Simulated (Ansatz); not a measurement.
`C[SiH2]Cl` + `SS` → `SS[SiH2]Cl` + CH₄ at 400 K and 1 bar (ligand exchange at the Si–C bond).

Gas-phase electronic energies from Ansatz, PBE0-D4/def2-TZVP geometries. CCSD(T)/CBS adds triple-zeta CCSD(T) − MP2 to the extrapolated MP2 energy (def2 sets, frozen cores). This one scheme is used for every species. Each species was taken in one conformer, which may not be the lowest.

```json
{"species": "`C[SiH2]Cl`", "CCSD(T)/CBS energy (Eh)": "-789.97638", "H − E (kJ/mol)": "169.2", "S (J/(mol·K))": "322.9"}
{"species": "`SS`", "CCSD(T)/CBS energy (Eh)": "-796.74576", "H − E (kJ/mol)": "65.3", "S (J/(mol·K))": "266.1"}
{"species": "`SS[SiH2]Cl`", "CCSD(T)/CBS energy (Eh)": "-1546.28414", "H − E (kJ/mol)": "109.6", "S (J/(mol·K))": "374.8"}
{"species": "CH₄", "CCSD(T)/CBS energy (Eh)": "-40.46206", "H − E (kJ/mol)": "131.3", "S (J/(mol·K))": "197.2"}
```

H − E and S are ideal-gas, rigid-rotor, harmonic terms from PBE0-D4/def2-TZVP, for one conformer and one mirror image of each species. 1 Eh = 2625.50 kJ/mol, R = 8.31446 J/(mol·K).

Task: By hand: ΔE, ΔH, ΔS and ΔG.

Result: ΔE = (-1546.28414) + (-40.46206) − (-789.97638) − (-796.74576) = -0.02406 Eh = -63.2 kJ/mol. Δ(H − E) = 109.6 + 131.3 − 169.2 − 65.3 = 6.4, so ΔH = -56.8 kJ/mol. ΔS = 374.8 + 197.2 − 322.9 − 266.1 = -17.0 J/(mol·K). ΔG = -56.8 − 400 × (-17.0)/1000 = -50.0 kJ/mol.

Task: By hand: the equilibrium constant, and the temperature at which ΔG would vanish if ΔH and ΔS stayed fixed.

Result: log₁₀ K = −ΔG/(RT ln 10) = 6.5. ΔG = 0 at ΔH/ΔS = 3341 K, far beyond where these terms or the molecules hold.

ΔH outweighs TΔS. A doubt of 5 kJ/mol in ΔE shifts log₁₀ K by 0.7 here. Other conformers and mirror images would add mixing entropy, several J/(mol·K) or more a flexible species. These are equilibria of isolated gas molecules and say nothing of rates. Largest T1 diagnostic: 0.011 (customary marks: 0.02 for closed shells, 0.045 for open ones).
